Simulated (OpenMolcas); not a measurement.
## Rh3+: ligand-field states by method

Rh3+ with 4 ligands (oxide) in tetrahedral coordination (Td) at 1.92 Å. A charge of +1.25 e stands 2.6 Å behind each ligand. Ligand basis ANO-RCC-VDZP.
```
Rh    0.0000    0.0000    0.0000
O     1.1085    1.1085    1.1085
O     1.1085   -1.1085   -1.1085
O    -1.1085    1.1085   -1.1085
O    -1.1085   -1.1085    1.1085
```

- Program: OpenMolcas
- Basis: ANO-RCC-VTZP [7s6p4d2f1g]
- Scalar Hamiltonian: DKH2, point nucleus
- Active space: 6 electrons in 5 orbitals (4d)
- State averaging: 2S+1 = 5 even, 5 roots; 2S+1 = 3 even, 45 roots; 2S+1 = 1 even, 50 roots
- Spin-orbit coupling: RASSI with atomic mean-field integrals over the reference wave functions

I. CASSCF
II. SS-CASPT2, IPEA 0.25 Eh, imaginary shift 0.1 Eh (closed shells correlated: 4s 4p and the ligand valence shells)
III. SS-CASPT2, IPEA 0.25 Eh, real shift 0.3 Eh (closed shells correlated: 4s 4p and the ligand valence shells)

Spin-free states (labels of Td) in cm-1, each column counted from its own energy of the first state listed:

```json
{"State": "5E", "Degeneracy": "2", "I": "0", "II": "0", "III": "0"}
{"State": "3T1", "Degeneracy": "3", "I": "7830", "II": "2430", "III": "2490"}
{"State": "5T2", "Degeneracy": "3", "I": "8433", "II": "8200", "III": "8310"}
{"State": "2S+1 = 3", "Degeneracy": "3", "I": "14933", "II": "7170", "III": "7520"}
{"State": "1E", "Degeneracy": "2", "I": "15031", "II": "5730", "III": "5920"}
{"State": "3E", "Degeneracy": "2", "I": "15262", "II": "7840", "III": "8120"}
{"State": "1T2", "Degeneracy": "3", "I": "15534", "II": "6200", "III": "6410"}
{"State": "2S+1 = 3", "Degeneracy": "3", "I": "15603", "II": "7660", "III": "8030"}
{"State": "2S+1 = 3", "Degeneracy": "1", "I": "18180", "II": "9500", "III": "9850"}
{"State": "2S+1 = 3", "Degeneracy": "1", "I": "18308", "II": "9100", "III": "9460"}
{"State": "2S+1 = 1", "Degeneracy": "1", "I": "20280", "II": "9140", "III": "9510"}
{"State": "3E", "Degeneracy": "2", "I": "20906", "II": "11600", "III": "11960"}
{"State": "2S+1 = 1", "Degeneracy": "3", "I": "21878", "II": "10320", "III": "10880"}
{"State": "2S+1 = 3", "Degeneracy": "3", "I": "22500", "II": "14210", "III": "14630"}
{"State": "2S+1 = 1", "Degeneracy": "1", "I": "22748", "II": "11060", "III": "11570"}
{"State": "2S+1 = 1", "Degeneracy": "3", "I": "23618", "II": "11740", "III": "12310"}
{"State": "2S+1 = 3", "Degeneracy": "3", "I": "23916", "II": "15910", "III": "16290"}
{"State": "2S+1 = 3", "Degeneracy": "3", "I": "25247", "II": "17610", "III": "17950"}
{"State": "1E", "Degeneracy": "2", "I": "26808", "II": "12890", "III": "13500"}
{"State": "3E", "Degeneracy": "2", "I": "27242", "II": "16660", "III": "17220"}
```

From I to II, I's first state of the same spin (5T2) moves from 8433 to 8200 cm-1, by about -240 cm-1.

From I to II, I's first state of another spin (3T1) moves from 7830 to 2430 cm-1, by about -5400 cm-1.

χT at 300 K: I 3.30, II 2.95, III 2.96 cm3 K/mol.

Roots that are degenerate in the reference are averaged as groups; the widest CASPT2 spread within a group is 850 cm-1 (the 3-fold group of multiplicity 3 near 17600 cm-1 above the lowest state of its run, II). Shifts and gaps below about the spread of the groups concerned are not significant. Over all roots computed the reference weight is 0.64 to 0.68 in II, 0.70 to 0.73 in III; a low but even weight reflects the number of correlated electrons. An orbital doublet at a regular site is open to a Jahn-Teller distortion, which this geometry leaves out. The least metal-like active orbital is 78 % on the metal (Löwdin) and no ligand orbital is active, so the numbers are rough. The oxide ions are held by bare point charges, a crude embedding. Ligand-to-metal charge-transfer states are missing. With no ligand orbital active B as a rule stays too high, so bands that hang on it stand too high and its fall with covalency is understated. Without dynamic correlation the repulsion within the d shell is too large (B by tens of per cent), so at a given field states of lower spin stand too high (holds for I). With metal d orbitals alone the field can be off either way by tens of per cent (holds for I). This shell can be high or low spin here, a state of another spin lies low, and with metal d orbitals alone active their balance is uncertain, so the ground spin may be wrong (holds for II; III). These CASPT2 states fit no ligand-field parameters well, so their order and spin gaps are uncertain (holds for II; III). With one d shell and no ligand orbital active, 10Dq can be off by a tenth or more (holds for II; III). No measured value stands beside these numbers; the geometry is a model, was not optimised and need not be the one that this ion takes.

A state without a sure symmetry label is named by its multiplicity alone.
